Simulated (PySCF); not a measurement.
Compound: 2-fluoropyridine, C₅H₄FN.
SMILES: `FC1=CC=CC=N1`

The calculation used PBE0/pcSseg-1 in PySCF (dipole) on a GFN2-xTB geometry, gas phase.

Masses are those of the commonest isotopes; rigid-rotor values at the optimised geometry. 

Task: What are A, B and C (cm⁻¹)?

Result: Ia = 85.09, Ib = 186.33, Ic = 271.42 u·Å²; 505379 MHz·u·Å²/I gives 5940, 2712 and 1862 MHz, that is A = 0.19812, B = 0.09047, C = 0.06211 cm⁻¹.

Task: Classify the top.

Result: An asymmetric top; Ray's κ = -0.583.

Task: Is it planar, by Δ = Ic − Ia − Ib?

Result: Planar: Δ = Ic − Ia − Ib = 0.00 u·Å². For a rigid frame Δ = −2 Σ m c², so it vanishes when all atoms lie in the ab plane; here none is more than 0.01 Å from it.

Task: Give the coordinates in the principal-axis frame, origin at the centre of mass.

Result: The sense of each axis is arbitrary; atoms in the order of the calculation.
| atom | mass (u) | a (Å) | b (Å) | c (Å) |
| --- | --- | --- | --- | --- |
| F1 | 18.998 | -2.155 | 0.021 | 0.000 |
| C2 | 12.000 | -0.815 | 0.019 | 0.000 |
| C3 | 12.000 | -0.141 | 1.233 | 0.000 |
| C4 | 12.000 | 1.241 | 1.176 | -0.001 |
| C5 | 12.000 | 1.867 | -0.064 | 0.001 |
| C6 | 12.000 | 1.077 | -1.201 | 0.000 |
| N7 | 14.003 | -0.246 | -1.162 | -0.001 |
| H8 | 1.008 | -0.686 | 2.162 | 0.001 |
| H9 | 1.008 | 1.822 | 2.086 | -0.001 |
| H10 | 1.008 | 2.942 | -0.142 | 0.002 |
| H11 | 1.008 | 1.509 | -2.193 | 0.001 |

Task: Predict some low-J microwave lines.

Result: The dipole components are |μa| = 2.79 D, |μb| = 1.86 D, |μc| = 0.00 D; the mirror of this Cs structure is the ab plane, so μc vanishes by symmetry and there are no c-type lines. The squared components, which scale the intensities, stand as 1.00 : 0.45 (a : b). Some lines, for components of 0.1 D or more:

| type | branch | J(Ka,Kc) | MHz | lower level (cm⁻¹) |
| --- | --- | --- | --- | --- |
| a | Q | 2(1,1) ← 2(1,2) | 2551 | 0.537 |
| a | R | 1(0,1) ← 0(0,0) | 4574 | 0.000 |
| b | Q | 2(1,1) ← 2(0,2) | 5075 | 0.453 |
| b | R | 2(0,2) ← 1(1,1) | 5774 | 0.260 |
| b | R | 1(1,1) ← 0(0,0) | 7802 | 0.000 |
| a | R | 2(1,2) ← 1(1,1) | 8298 | 0.260 |
| a | R | 2(0,2) ← 1(0,1) | 9002 | 0.153 |
| b | Q | 2(2,0) ← 2(1,1) | 9829 | 0.622 |
| b | R | 2(1,2) ← 1(0,1) | 11526 | 0.153 |
| b | Q | 2(2,1) ← 2(1,2) | 12233 | 0.537 |
| b | R | 2(2,1) ← 1(1,0) | 19681 | 0.289 |

No GFN2-xTB frequencies stand behind this structure, so it isn't proved a minimum. No vibrational averaging or centrifugal distortion is included, and the geometry carries the error of its method. Quadrupole hyperfine structure (14N) is left out.

Time: 24 s wall, 14 s CPU (grids of density and orbitals included); peak memory 0.79 GiB. Hardware: one thread of an Intel Xeon at 2.30 GHz, no GPU, shared host. This is the PBE0/pcSseg-1 job that gave the dipole, with the shieldings it also computed.
